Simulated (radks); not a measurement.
Excited configurations of Tm II: one electron is placed in a higher orbital outside [Xe] 4f13. The ground configuration is [Xe] 4f13 6s1. Method: Dirac Kohn-Sham, PBE, spin-unpolarised, spherical densities, finite nucleus; open shells fill j = l - 1/2 first; Fermi nuclear charge, rms radius 5.2256 fm; computed with a radial shooting solver on a logarithmic mesh with Libxc functionals. Excitation = E - E(ground); binding = E(ion) - E, where the ion is the core of charge +2; n* = 2/sqrt(2 binding) in atomic units, and the quantum defect is n - n*.

outer orbital,excitation (eV),binding (eV),n*,quantum defect,eigenvalue (eV),<r> (bohr)
5d3/2,2.585,9.513,2.392,2.608,-5.753,2.939
5f5/2,8.607,3.492,3.948,1.052,-2.486,8.735
6d3/2,7.361,4.737,3.390,2.610,-3.543,7.457
6f5/2,9.747,2.351,4.811,1.189,-1.789,14.91
7s1/2,6.409,5.689,3.093,3.907,-4.500,7.465
7p1/2,7.510,4.588,3.444,3.556,-3.585,8.829
7d3/2,9.182,2.916,4.320,2.680,-2.275,13.11
7f5/2,10.420,1.678,5.694,1.306,-1.319,22.43

The Delta-SCF ionisation energy is 12.098 eV (NIST Atomic Spectra Database: 12.07 eV, semi-empirical). Self-interaction in the functional shifts the binding energies and quantum defects, so they are the method's values and not measured ones. Spin polarisation and multiplet splitting are left out, so open shells lie too high by an amount that depends on their filling.

Beside tabulated values, note that spin-unpolarised runs miss the spin-polarisation part of the exchange energy of open shells.
